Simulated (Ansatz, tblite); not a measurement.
Removing an electron: Al(phosphinine)H3 (C5H8AlP). Total charge 0; singlet. Geometry: PBE-D4/def2-SVP. Ansatz, gas phase; energy differences of separate SCF runs; the oxidised species was run as a doublet alone.

Cartesian coordinates in Å:
```
Al -0.7691 -0.7787 3.0621
P -0.1505 -0.1955 0.7041
C -0.8851 -0.7718 -0.7596
C -0.4814 -0.3469 -2.0311
C 0.5504 0.5828 -2.2508
C 1.2845 1.1792 -1.2102
C 1.0639 0.9131 0.1465
H -1.6991 -1.5077 -0.6607
H -1.0006 -0.7654 -2.9091
H 0.7972 0.8553 -3.2882
H 2.0787 1.8956 -1.4777
H 1.6805 1.4144 0.9097
H 0.7060 -0.6256 3.6939
H -1.3414 -2.2496 2.7320
H -1.8341 0.4007 3.3390
```

The xTB rows come from tblite. LC-ωPBE has ω = 0.4 bohr⁻¹. Correlated methods freeze 15 core orbitals. The rows differ in basis, and correlated rows in double-zeta sets carry the largest basis error. In CCSD on the charge 1 doublet the largest single amplitude is 0.37, so its Hartree–Fock determinant may place the open shell otherwise than the density functionals do. HOMO above LUMO, or a gap near zero within one spin, warns that the state may not be the lowest or that an electron is smeared out.

```tsv
level	−HOMO (eV)	vertical IE (eV)	−LUMO (eV)	HOMO–LUMO gap (eV)	remarks
GFN1-xTB	11.44	14.01	8.73	2.71	–
GFN2-xTB	10.51	13.16	8.20	2.32	–
PBE-D4/def2-TZVP	6.28	8.78	3.12	3.16	gap within one spin near zero (+1 doublet)
PBE0-D4/def2-TZVP	7.39	9.10	2.38	5.02	–
LC-ωPBE/def2-TZVP	9.95	9.62	0.46	9.49	–
CCSD/def2-SVP	–	9.45	–	–	large T1 (0.053) (+1 doublet), restricted SCF unstable (singlet), spin-contaminated (⟨S²⟩ 0.95) (+1 doublet)
CCSD(T)/def2-SVP	–	9.45	–	–	large T1 (0.053) (+1 doublet), restricted SCF unstable (singlet), spin-contaminated (⟨S²⟩ 0.95) (+1 doublet)
```

Relaxing the oxidised species (PBE-D4/def2-SVP) changes its energy by -1.08 eV at PBE-D4/def2-TZVP, so the adiabatic ionisation energy to this nearest minimum is 7.70 eV. On the way the bond Al1–H13 breaks and the bond Al1–H15 breaks. At PBE0-D4/def2-TZVP it is 7.80 eV. In the charge 1 doublet, H13 and H15 lie 0.79 Å apart (atoms count from 1), so H2 has formed as a molecule. Run but left out: HF/def2-SVP (singlet: restricted singlet, unstable towards broken spin symmetry); MP2/def2-SVP (charge +1 doublet: ⟨S²⟩ 0.95, where a pure state has 0.75).  Raw xTB energy differences between charge states are shifted by several eV; the methods need an empirical correction for them.
